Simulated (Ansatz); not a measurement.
CH6BFOSi can be A, `OB([SiH3])CF`, or B, `CB(F)O[SiH3]`.

Gas-phase electronic energies from Ansatz, PBE0-D4/def2-TZVP geometries. CBS: MP2 limit from def2 TZ/QZ plus the TZ coupled-cluster correction, frozen cores. DFT in def2-TZVPP. B3LYP here is the variant with VWN-RPA as its local correlation; programs differ in this. Each species was taken in one conformer, which may not be the lowest.

A:

```xyz
11

O    -0.8204    1.5921    0.5771
B    -0.2547    0.3932    0.2990
Si    0.5377   -0.0724   -1.5181
C    -0.2450   -0.6423    1.4854
F     0.3640   -1.8416    1.1272
H    -0.8189    2.2094   -0.1585
H     1.9892   -0.3810   -1.4114
H    -0.1533   -1.2417   -2.1253
H     0.3813    1.0884   -2.4471
H    -1.2675   -0.8664    1.8159
H     0.2875   -0.2378    2.3558
```

B:

Z-matrix (Å, degrees):
```
C
B 1 1.559
H 1 1.089 2 112.7
H 1 1.094 2 110.2 3 -121.7
H 1 1.094 2 110.2 3 121.7
F 2 1.342 1 119.1 3 179.7
O 2 1.351 1 123.2 3 -0.3
Si 7 1.659 2 131.9 1 180.0
H 8 1.483 7 110.2 2 -61.0
H 8 1.484 7 110.2 2 60.6
H 8 1.481 7 106.4 2 179.8
```

(1) Which isomer does CCSD(T)/CBS put lower? Give the gap. (Best estimate.)

(2) Give E(B) − E(A) in kJ/mol with B2PLYP, B3LYP, PBE0-D4, r2SCAN-D4, B3LYP-D4, HF/def2-TZVPP, PBE-D4. (Best estimate.)

Largest T1 diagnostic: 0.013.

Answers

(1) The calculation gave: B, by 364.5 kJ/mol.

(2) Computed: B2PLYP -367.2, B3LYP -358.0, PBE0-D4 -344.2, r2SCAN-D4 -359.2, B3LYP-D4 -357.0, HF/def2-TZVPP -389.3, PBE-D4 -329.6. None reverses the order clearly.

From PBE to PBE0 (25 % exact exchange), in def2-TZVPP and without D4, E(B) − E(A) moves by −14.6 kJ/mol. In def2-TZVPP, CCSD(T) changes the Hartree–Fock value by +26.2 kJ/mol (the triples alone add +4.0 kJ/mol) and MP2 by +10.3 kJ/mol.
